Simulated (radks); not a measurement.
Problem. Mn3+, configuration [Ar] 3d4 (the NIST ground configuration). Calculated with a radial shooting solver on a logarithmic mesh with Libxc functionals: scalar-relativistic Kohn-Sham, PBE, spin-polarised, spherical densities, finite nucleus; open shells are filled with parallel spins first; Fermi nuclear charge, rms radius 3.7057 fm. Some entries of the table are withheld. Estimate them.

orbital,occ.,eigenvalue (eV),<r> (bohr),r(max) (bohr)
1s down,1,-6465.779,0.06090,0.03987
1s up,1,-6465.760,0.06090,0.03987
2s up,1,-781.3323,0.2796,0.2326
2s down,1,-779.3710,0.2791,0.2324
2p up,3,(1),0.2474,0.1885
2p down,3,(2),0.2468,0.1883
3s up,1,-123.5656,0.8430,0.7338
3s down,1,-118.8069,0.8461,0.7347
3p up,3,-92.0031,(3),0.7480
3p down,3,-87.3347,(4),0.7495
3d up,4,(5),1.033,0.7383
3d down,0,(6),1.065,0.7466

Solution. 
(1) 2p up eigenvalue (eV): -667.3288
(2) 2p down eigenvalue (eV): -665.8391
(3) 3p up <r> (bohr): 0.8872
(4) 3p down <r> (bohr): 0.8929
(5) 3d up eigenvalue (eV): -42.8449
(6) 3d down eigenvalue (eV): -38.4239
